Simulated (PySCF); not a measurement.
bromo-dichloro-fluoromethane (CBrCl2F), SMILES ClC(F)(Cl)Br.

Geometry: PBE0-D3(BJ)/def2-SVP.

Calculation: ωB97X/def2-TZVP run with PySCF.

The total energy is -3632.56298 hartree and the point group is Cs. The highest occupied level comes out as -11.08 eV and the lowest empty level is 0.56 eV. The orbital gap is 11.64 eV and the dipole moment is 0.35 D. The quadrupole, principal values (traceless, Buckingham form, about the centre of nuclear charge) is -2.33, 0.64, 1.69 D·Å. The mean static polarisability is 55.3 bohr³ (8.20 Å³) and the polarisability, principal values is 43.3, 57.9, 64.8 bohr³.
